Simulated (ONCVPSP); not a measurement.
# u(r) = r·R(r): atom against pseudo-atom (manganese (Mn))

Columns: radius, all-electron u(r) and pseudo u(r) of the 3s shell (level -85.88 eV) of manganese in the configuration [Ne] 3s2 3p6 3d5 4s2; PBE, scalar-relativistic, ONCV scheme, ONCVPSP 4.0.1.

```tsv
r (bohr)	all-electron	pseudo
0.095	-0.1565	0.2371
0.190	-0.6404	0.4619
0.285	-0.3386	0.6629
0.380	0.2209	0.8305
0.475	0.7107	0.9576
0.570	1.0300	1.0404
0.665	1.1823	1.0782
0.760	1.2082	1.0738
0.855	1.1524	1.0330
0.950	1.0509	0.9633
1.045	0.9290	0.8736
1.140	0.8031	0.7727
1.235	0.6830	0.6688
1.330	0.5736	0.5683
1.425	0.4770	0.4757
1.520	0.3937	0.3936
1.615	0.3230	0.3229
1.710	0.2636	0.2635
1.805	0.2143	0.2142
1.900	0.1736	0.1736
1.995	0.1402	0.1402
2.090	0.1130	0.1130
2.185	0.0909	0.0909
2.280	0.0730	0.0730
2.375	0.0586	0.0585
2.470	0.0469	0.0469
```

How many radial nodes do the two functions have?

The all-electron 3s function has n − l − 1 = 2 (the table is too coarse to show those close to the nucleus); the pseudo-wave has 0, since the states of the same l below it are removed with the core.

At about which radius was the pseudo-wave matched?

1.60 bohr, where the columns begin to agree (steps of 0.10 bohr).

Where does each function peak?

Outermost all-electron maximum near 0.76 bohr, pseudo maximum near 0.67 bohr (to the table’s step).

Is the pseudo-wave norm-conserving?

Yes: the ONCV scheme keeps the norm inside the radius equal to the all-electron one, which fixes the energy derivative of the logarithmic derivative at the level.
